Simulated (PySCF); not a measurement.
Isomers of CH4OSi. Gas-phase values, no solvent. One relaxed conformer stands for each flexible species; it need not be the lowest. Strings in code marks are SMILES. All members: neutral, multiplicity 1. Level: B3LYP-D3(BJ)/def2-TZVP (PySCF). B3LYP has the VWN-RPA correlation part, as in Gaussian. Delta-SCF ions had no search for a lower state.  The removal energy is E(N − 1 electrons) − E(N electrons) at the parent's geometry; ε(HOMO) is measured against the vacuum level.

```
species                              −ε(HOMO) (eV)  vertical ionisation energy (Delta-SCF) (eV)
-----------------------------------  -------------  -------------------------------------------
`OC=[SiH2]` (H–O–C–Si torsion 164°)           5.49                                         7.85
`C=[SiH]O` (C–Si–O–H torsion 0°)              5.98                                         8.40
`O=C[SiH3]`                                   6.95                                         9.60
`C1O[SiH2]1`                                  7.49                                     withheld
`C[SiH]=O`                                    7.63                                        10.19
```

Task: Fit vertical ionisation energy (Delta-SCF) = a + b·x to the 4 complete rows by least squares, with x = −ε(HOMO) in eV. Give a, b and the rms residual, and predict the withheld value.

Result: Means of the 4 rows: x̄ = 6.5125, ȳ = 9.01 eV. Σ(x − x̄)² = 2.7693 and Σ(x − x̄)(y − ȳ) = 3.0877, so b = 1.115 and a = ȳ − b·x̄ = 1.749 eV. The rms residual is 0.062 eV. At x = 7.49 the line gives 10.10 eV. The run for `C1O[SiH2]1` gave 10.12 eV, so the line is off by 0.02 eV, within twice the rms residual.

Codes: PySCF.
